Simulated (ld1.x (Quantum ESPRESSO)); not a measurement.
Results of a calculation; reference values are marked as such.
Potentials for boron compared

Generated with ld1.x 7.5 (TM, RRKJ, ultrasoft, PAW), atompaw 4.2 or ONCVPSP 4.0.1. The cutoff is in Ry: for ld1.x and atompaw files where the sum of valence levels is converged to 10 mRy in a Bessel basis, for ONCV files where the hardest occupied wave has 1 mHa per electron of residual kinetic energy. The error is the largest all-electron minus pseudo excitation energy over each file’s own four to seven test configurations (ionisations up to +4, promotions, holes and added fractions of an electron), all of which were solved. The labels leave out finer settings (local radius, basis sizes, second energies), which also bear on the numbers. Spin-polarised tests are not counted. The rows are a selection from randomly drawn settings: files with unsolved tests, undetermined cutoffs or missed reference levels are left out.

```csv
potential,cutoff (Ry),largest error (meV),bound ghosts
"ultrasoft, PBEsol, scalar-relativistic, rc 1.30/1.80 (sp), local smoothed, core correction no, reference 2s1 2p0",12,+269,none
"RRKJ, PBE, non-relativistic, rc 1.50/2.90/2.60 (spd), local s, core correction yes, reference 2s1.5 2p1.5",18,+423,none
"TM semilocal, PBEsol, non-relativistic, rc 1.50/3.45/3.35 (spd), local d, core correction yes, reference 2s1.5 2p1.5",18,+546,none
"ultrasoft, Wu–Cohen, non-relativistic, rc 1.45/4.75/4.65 (spd), local smoothed, core correction yes, reference 2s2 2p1",6,-369,none
"TM, LDA (PZ), scalar-relativistic, rc 1.25/2.35/2.25 (spd), local s, core correction no, reference 2s2 2p1",21,+179,none
"RRKJ, PBEsol, non-relativistic, rc 1.60/3.05 (sp), local s, core correction yes, reference 2s2 2p0",18,+213,none
```

Fill in the row for B: RRKJ, PBE, non-relativistic, rc 1.65/2.90/2.65 (spd), local s, core correction yes, reference 2s1.5 2p1.5.

cutoff 18 Ry, largest error +415 meV, bound ghosts: none.

Fill in the row for B: PAW, PBE, non-relativistic, rc 1.88/2.36/2.06 (spd), local smoothed, core correction yes, reference 2s2 2p0.

cutoff 8 Ry, largest error -1.3 meV, bound ghosts: none.
